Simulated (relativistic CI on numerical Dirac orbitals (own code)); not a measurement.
# Ligand-field terms of d3

Computed with a parametric ligand-field model of a d^n configuration (Racah B and C, spin-orbit zeta, crystal field), exact diagonalisation.

Field parameters in Wybourne normalisation: Oh B⁴₀ = 21Dq, B⁴₄ = √(5/14) B⁴₀. The field is a parameter set, without covalency.

Question: Lowest levels for B = 760, C = 3440, ζ = 400 cm⁻¹, Oh, 10Dq = 39950 cm⁻¹?

Answer: Γ8 0 (S 1.50), Γ8 16333 (S 0.50), Γ8 16829 (S 0.50), Γ6 16902 (S 0.50), Γ8 26052 (S 0.50), Γ7 26189 (S 0.50), Γ7 39795 (S 1.50), Γ8 39895 (S 1.50), Γ8 40055 (S 1.50) cm⁻¹, with S from ⟨S²⟩ = S(S + 1). The ground level has 0.00 electrons in the cubic e pair.

Question: Lowest levels for B = 880, C = 3620, ζ = 200 cm⁻¹, Oh, 10Dq = 10350 cm⁻¹?

Answer: Γ8 0 (S 1.50), Γ7 10273 (S 1.50), Γ8 10321 (S 1.50), Γ8 10390 (S 1.50), Γ6 10404 (S 1.50), Γ7 16603 (S 1.50), Γ8 16607 (S 1.48), Γ8 16742 (S 1.46), Γ8 16847 (S 0.55) cm⁻¹, with S from ⟨S²⟩ = S(S + 1). The ground level has 0.00 electrons in the cubic e pair.

Question: Lowest levels for B = 760, C = 3550, ζ = 490 cm⁻¹, Oh, 10Dq = 16500 cm⁻¹?

Answer: Γ8 0 (S 1.50), Γ8 15762 (S 0.93), Γ7 16318 (S 1.50), Γ8 16406 (S 1.39), Γ6 16431 (S 1.27), Γ8 16706 (S 0.86), Γ8 17135 (S 1.10), Γ6 17191 (S 0.87), Γ7 23381 (S 1.26) cm⁻¹, with S from ⟨S²⟩ = S(S + 1). The ground level has 0.00 electrons in the cubic e pair.

Question: Lowest levels for B = 310, C = 1370, ζ = 3750 cm⁻¹, Oh, 10Dq = 19450 cm⁻¹?

Answer: Γ8 0 (S 1.30), Γ8 6315 (S 0.83), Γ8 8335 (S 0.57), Γ6 8999 (S 0.56), Γ7 13231 (S 0.68), Γ8 16601 (S 0.76), Γ7 20726 (S 1.40), Γ8 21116 (S 1.36), Γ8 21667 (S 1.32) cm⁻¹, with S from ⟨S²⟩ = S(S + 1). The ground level has 0.12 electrons in the cubic e pair; its S is far from a half-integer, so spin-orbit coupling mixes spin states.

Question: Lowest levels for B = 840, C = 3760, ζ = 460 cm⁻¹, Oh, 10Dq = 27850 cm⁻¹?

Answer: Γ8 0 (S 1.50), Γ8 17628 (S 0.50), Γ8 18294 (S 0.50), Γ6 18412 (S 0.50), Γ8 27141 (S 0.73), Γ7 27361 (S 0.84), Γ7 27784 (S 1.29), Γ8 27917 (S 1.37), Γ8 27991 (S 1.50) cm⁻¹, with S from ⟨S²⟩ = S(S + 1). The ground level has 0.00 electrons in the cubic e pair.
